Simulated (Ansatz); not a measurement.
Start from `FB[Si](Cl)(Cl)Cl` and change one atom or group to get `N[Si](Cl)(Cl)Cl`.

Ansatz, PBE0-D4/def2-TZVP geometries, multiplicity 1. Each molecule was computed in one conformer, which needn't be the lowest.

```
                                                                                  property  `FB[Si](Cl)(Cl)Cl`
ideal-gas entropy at 298 K and 1 bar (rigid rotor, harmonic PBE0-D4/def2-TZVP) / J/(mol·K)                 393
                                                     LUMO energy (ωB97M-V/def2-TZVPP) / eV               -0.35
                                                        LUMO energy (PBE0/def2-TZVPP) / eV               -2.39
                                                         HOMO energy (PBE/def2-TZVPP) / eV               -7.24
                                                      HOMO–LUMO gap (PBE0/def2-TZVPP) / eV                6.18
                                                       HOMO energy (B3LYP/def2-TZVPP) / eV               -8.38
```

Problem. Give the same properties after the change, and the shifts. (An estimate is asked.)

Solution. Computed: 
```
                                                                                  property  `N[Si](Cl)(Cl)Cl`  shift
ideal-gas entropy at 298 K and 1 bar (rigid rotor, harmonic PBE0-D4/def2-TZVP) / J/(mol·K)                360    -33
                                                     LUMO energy (ωB97M-V/def2-TZVPP) / eV               1.98   2.33
                                                        LUMO energy (PBE0/def2-TZVPP) / eV               0.23   2.62
                                                         HOMO energy (PBE/def2-TZVPP) / eV              -6.86   0.38
                                                      HOMO–LUMO gap (PBE0/def2-TZVPP) / eV               8.58   2.40
                                                       HOMO energy (B3LYP/def2-TZVPP) / eV              -8.07   0.31
```

With PBE0 the HOMO rises by 0.23 eV and the LUMO rises by 2.62 eV, so the gap widens by about 2.39 eV. PBE moves the HOMO by 0.38 eV and ωB97M-V by 0.01 eV. Modes under 60 cm⁻¹, often nearly free rotors, make the harmonic entropy too high.

B3LYP here is the variant with VWN-RPA as its local correlation; programs differ in this.
